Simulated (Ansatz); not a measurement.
A run for Ansatz (a quantum-chemistry and plane-wave program): R-CCSD(T)/cc-pVQZ on F2O (SMILES FOF).

Ansatz 0.2 input:
```yaml
crystal:
  periodic: [false, false, false]
  atoms:
    - {symbol: F, position_ang: [-1.10440727, -0.26688932, 0.00000000]}
    - {symbol: O, position_ang: [-0.00067709, 0.59768514, 0.00000000]}
    - {symbol: F, position_ang: [1.10500913, -0.26438636, 0.00000000]}
basis:
  gaussian:
    orbitals: cc-pVQZ
magnetization: {spin_polarized: false}
correlation: {method: ccsd_t, electrons: outside_noble_gas}
accuracy: high
relax: {f_tol: 0.0005, max_steps: 60}
scf: {lower_state_search: off}
output: {forces: true}
```

Q: What total energy does the run end on?

A: -274.4358 hartree (reference determinant -273.5800, T1 diagnostic 0.015).

Q: How many basis functions does it have, and what does it roughly cost on one machine?

A: 165 functions; roughly 50 core-minutes.
